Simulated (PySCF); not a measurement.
## BiF⁻ at UHF-MP2

Computed with UHF-MP2; Bi def2-SVPD with ECP60, F def2-SVPD; scalar-relativistic core potentials (PySCF 2.14).

For BiF⁻, the state is ²Π (doublet), unpaired electrons π ↑. The bond length is 2.184 Å and the harmonic wavenumber is 423 cm⁻¹. The force constant is 1.84 mdyn/Å, the rotational constant Be is 0.2029 cm⁻¹ and the anharmonicity ωexe is 2.46 cm⁻¹. The vibration–rotation constant αe is 0.00151 cm⁻¹ and the well depth De to Bi + F⁻ is 0.82 eV. The dissociation energy D0 is 0.79 eV.

Correlated steps freeze 5 core orbitals. Correlated levels converge slowly with the basis: in double zeta they bind strong bonds too weakly, by up to about 1 eV, and carry superposition errors of some tenths. Spin–orbit coupling is left out, which matters for elements this heavy, above all for dissociation energies. For an ion De counts to the pair picked by the measured ionisation energies or electron affinities, which need not be the lowest pair at this level. The state was picked by a PBE0 search and need not be the measured ground state.
